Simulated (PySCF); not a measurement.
Be(Me)(SeH) (CH4BeSe), SMILES [CH3][Be][SeH].

The structure is a stationary point at B3LYP-D3(BJ)/def2-TZVP. The values are those of a single conformer.

Method: IEF-PCM-M06-2X/def2-SVP (PySCF).

The values are the electrostatic part of the solvation free energy, E(continuum) − E(gas) at the gas-phase geometry, in a cavity of scaled van der Waals radii (PySCF's table); cavitation and dispersion terms are not included. A continuum can't describe solvent molecules that bind to the metal. In vacuum the orbital gap is 8.29 eV. The dipole moment in vacuum is 1.19 D.

### Question
Estimate the values in water (ε = 78.36), toluene (ε = 2.37), acetone (ε = 20.49). (Estimate from the structure and the level; the computed values follow.)

### Answer

```
solvent      ε  ΔG(elec) (kcal/mol)  dipole (D)  gap (eV)
-------  -----  -------------------  ----------  --------
water    78.36                 -4.4        1.70      8.71
toluene   2.37                 -1.9        1.41      8.48
acetone  20.49                 -4.2        1.66      8.69
```
